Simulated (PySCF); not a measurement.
Ligand exchange on a metal centre used in film growth or etching (Zn Cl-NH2). All species are isolated molecules in the gas phase. One relaxed conformer stands for each flexible species; it need not be the lowest.

The LUMO from two functionals at the same geometries (PBE-D3(BJ)/def2-SVP), both in PySCF: PBE-D3(BJ)/def2-TZVP and B3LYP-D3(BJ)/def2-TZVP. B3LYP has the VWN-RPA correlation part, as in Gaussian. 

```tsv
species	PBE-D3(BJ)/def2-TZVP (eV)
0 of 2 Cl replaced by NH2	-2.70
1 of 2 Cl replaced by NH2 ([Zn(Cl)(NH2)])	-1.90
2 of 2 Cl replaced by NH2 ([Zn(NH2)2])	-1.22
```

Q: What does B3LYP-D3(BJ)/def2-TZVP give for each?

A: 
- 0 of 2 Cl replaced by NH2: -2.11
- 1 of 2 Cl replaced by NH2 ([Zn(Cl)(NH2)]): -1.38
- 2 of 2 Cl replaced by NH2 ([Zn(NH2)2]): -0.76
Over these rows, drawn at random from the members with no instability flagged (it was tested for open shells, ions and some series alone), PBE minus B3LYP-D3(BJ): mean -0.53 eV, from -0.59 eV to -0.46 eV.
